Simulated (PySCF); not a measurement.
C4H10Zn, charge -1, doublet, at a GFN2-xTB geometry (such geometries of metal compounds can be far from the true shape) (a state made from the parent by changing its charge; the spin is typed, not shown lowest) (in this run its highest filled SCF level lies above zero, so its values depend strongly on the basis, on diffuse functions most of all); DF-REVPBE/def2-SVP in PySCF.

Input for PySCF:
```python
from pyscf import gto, scf, dft

mol = gto.M(
    atom='''
Zn   -0.35930238    0.19506218    0.98319154
C     1.78502850   -0.89349234    0.43956612
C     1.50710689   -2.04326871   -0.51812868
H     2.39056773   -1.27553541    1.27998039
H     2.42210181   -0.15663541   -0.07710398
H     0.92581332   -1.69676843   -1.37388009
H     0.93021212   -2.83105239   -0.02454080
H     2.42224247   -2.52202426   -0.92043499
C    -1.54664665    0.77263080   -1.09910601
C    -0.58453548    1.53442689   -1.99925380
H    -2.47886524    1.35702728   -1.00783381
H    -1.82989023   -0.16443712   -1.60656393
H     0.34314941    0.97508633   -2.12829590
H    -0.32719072    2.50400299   -1.56264791
H    -0.98478914    1.73669102   -3.01289071
''',
    basis='def2-svp',
    charge=-1,
    spin=1,
    verbose=4,
)

mf = dft.UKS(mol)
mf.xc = 'revpbe'
mf = mf.density_fit(auxbasis='def2-universal-jkfit')
mf.kernel()
```

The log (banner, timings and long lists left out):

```
PySCF version 2.14.0

[INPUT] verbose = 4
[INPUT] num. atoms = 15
[INPUT] num. electrons = 65
[INPUT] charge = -1
[INPUT] spin (= nelec alpha-beta = 2S) = 1
[INPUT] symmetry False subgroup None
[INPUT] Mole.unit = angstrom
[INPUT] Symbol           X                Y                Z      unit          X                Y                Z       unit  Magmom
[INPUT]  1 Zn    -0.359302380000   0.195062180000   0.983191540000 AA   -0.678983094104   0.368614097461   1.857962738589 Bohr   0.0
[INPUT]  2 C      1.785028500000  -0.893492340000   0.439566120000 AA    3.373214989543  -1.688455816997   0.830659580438 Bohr   0.0
[INPUT]  3 C      1.507106890000  -2.043268710000  -0.518128680000 AA    2.848019262545  -3.861218260793  -0.979121302482 Bohr   0.0
[INPUT]  4 H      2.390567730000  -1.275535410000   1.279980390000 AA    4.517518291923  -2.410412587085   2.418812381914 Bohr   0.0
[INPUT]  5 H      2.422101810000  -0.156635410000  -0.077103980000 AA    4.577109066713  -0.295998026309  -0.145705405314 Bohr   0.0
[INPUT]  6 H      0.925813320000  -1.696768430000  -1.373880090000 AA    1.749533617274  -3.206427629508  -2.596257098093 Bohr   0.0
[INPUT]  7 H      0.930212120000  -2.831052390000  -0.024540800000 AA    1.757846144551  -5.349913661395  -0.046375390878 Bohr   0.0
[INPUT]  8 H      2.422242470000  -2.522024260000  -0.920434990000 AA    4.577374875590  -4.765935130909  -1.739370046567 Bohr   0.0
[INPUT]  9 C     -1.546646650000   0.772630800000  -1.099106010000 AA   -2.922738579976   1.460060607404  -2.077009340763 Bohr   0.0
[INPUT] 10 C     -0.584535480000   1.534426890000  -1.999253800000 AA   -1.104611967291   2.899646580268  -3.778042135496 Bohr   0.0
[INPUT] 11 H     -2.478865240000   1.357027280000  -1.007833810000 AA   -4.684376403304   2.564409902763  -1.904529879977 Bohr   0.0
[INPUT] 12 H     -1.829890230000  -0.164437120000  -1.606563930000 AA   -3.457991372717  -0.310741121512  -3.035965829305 Bohr   0.0
[INPUT] 13 H      0.343149410000   0.975086330000  -2.128295900000 AA    0.648458404706   1.842646111507  -4.021896363035 Bohr   0.0
[INPUT] 14 H     -0.327190720000   2.504002990000  -1.562647910000 AA   -0.618300851299   4.731879866192  -2.952976579024 Bohr   0.0
[INPUT] 15 H     -0.984789140000   1.736691020000  -3.012890710000 AA   -1.860981765046   3.281870390792  -5.693538285146 Bohr   0.0

nuclear repulsion = 290.984111829791
number of shells = 65
number of NR pGTOs = 239
number of NR cGTOs = 137
basis = def2-svp
ecp = {}

******** <class 'pyscf.df.df_jk.DFUKS'> ********
method = DFUKS
initial guess = minao
damping factor = 0
level_shift factor = 0
DIIS = <class 'pyscf.scf.diis.CDIIS'>
diis_start_cycle = 1
diis_space = 8
diis_damp = 0
SCF conv_tol = 1e-09
SCF conv_tol_grad = None
SCF max_cycles = 50
direct_scf = False
number electrons alpha = 33  beta = 32
XC library pyscf.dft.libxc version 7.1.2
    S. Lehtola, C. Steigemann, M. J. T. Oliveira, and M. A. L. Marques,  SoftwareX 7, 1–5 (2018)
XC functionals = revpbe
    Y. Zhang and W. Yang,  Phys. Rev. Lett. 80, 890 (1998)
    J. P. Perdew, K. Burke, and M. Ernzerhof,  Phys. Rev. Lett. 77, 3865 (1996)
    J. P. Perdew, K. Burke, and M. Ernzerhof,  Phys. Rev. Lett. 78, 1396 (1997)
radial grids:
    Treutler-Ahlrichs [JCP 102, 346 (1995); DOI:10.1063/1.469408] (M4) radial grids

becke partition: Becke, JCP 88, 2547 (1988); DOI:10.1063/1.454033
pruning grids: <function nwchem_prune>
grids dens level: 3
symmetrized grids: False
atomic radii adjust function: <function treutler_atomic_radii_adjust>
small_rho_cutoff = 0
Set gradient conv threshold to 3.16228e-05
tot grids = 175192
init E= -1936.51822165121

cycle= 1 E= -1936.97697940682  delta_E= -0.459  |g|= 0.628  |ddm|= 2.67
cycle= 2 E= -1936.28403448472  delta_E= 0.693  |g|= 1.23  |ddm|= 3.11
cycle= 3 E= -1937.20865852097  delta_E= -0.925  |g|= 0.0641  |ddm|= 2.32
cycle= 4 E= -1937.210202014  delta_E= -0.00154  |g|= 0.0547  |ddm|= 0.243
cycle= 5 E= -1937.21182389262  delta_E= -0.00162  |g|= 0.0135  |ddm|= 0.0748
cycle= 6 E= -1937.21192663363  delta_E= -0.000103  |g|= 0.00243  |ddm|= 0.0224
cycle= 7 E= -1937.21192899807  delta_E= -2.36e-06  |g|= 0.00203  |ddm|= 0.00601
cycle= 8 E= -1937.21193036624  delta_E= -1.37e-06  |g|= 0.00132  |ddm|= 0.00508
cycle= 9 E= -1937.21193145223  delta_E= -1.09e-06  |g|= 0.000496  |ddm|= 0.00277
cycle= 10 E= -1937.21193159393  delta_E= -1.42e-07  |g|= 0.000119  |ddm|= 0.000873
cycle= 11 E= -1937.21193160139  delta_E= -7.46e-09  |g|= 5.43e-05  |ddm|= 0.000227
cycle= 12 E= -1937.21193160297  delta_E= -1.58e-09  |g|= 1.34e-05  |ddm|= 9.22e-05
cycle= 13 E= -1937.21193160309  delta_E= -1.16e-10  |g|= 4.24e-06  |ddm|= 3.71e-05
Extra cycle  E= -1937.2119316031  delta_E= -1.14e-11  |g|= 5.7e-06  |ddm|= 1.76e-05
converged SCF energy = -1937.2119316031  <S^2> = 0.75307067  2S+1 = 2.0030683
```
